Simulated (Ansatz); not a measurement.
Basis-set extrapolation for BH$_{8}$NO$_{2}$Si$_{2}$, SMILES `NB(O[SiH3])O[SiH3]` (PBE0-D4/def2-TZVP geometry, frozen core, the Gaussian-basis code of Ansatz). Multiplicity 1, RHF reference.

```tsv
	def2-TZVPP	def2-QZVPP
HF	-811.753241	-811.783746
MP2 correlation	-1.022280	-1.101353
CCSD(T) correlation	-1.112952	not run
```

Energies in hartree. Use E(X) = E(∞) + A·exp(−7.88·√X) for Hartree–Fock and E(X) = E(∞) + B·X^(−2.97) for correlation, with X = 3 and 4, and add CCSD(T) minus MP2 of the smaller set to the MP2 limit.

Question: What is the CCSD(T) energy at the basis-set limit?

Answer: HF limit: -811.783746 + (-0.030505) × 0.13774 = -811.78795. MP2 limit: -1.101353 + (-0.079073) × 0.74074 = -1.15993. Higher-order term: -1.112952 − (-1.022280) = -0.09067. Total: -813.03855 hartree, 108.2 kcal/mol below CCSD(T)/def2-TZVPP.
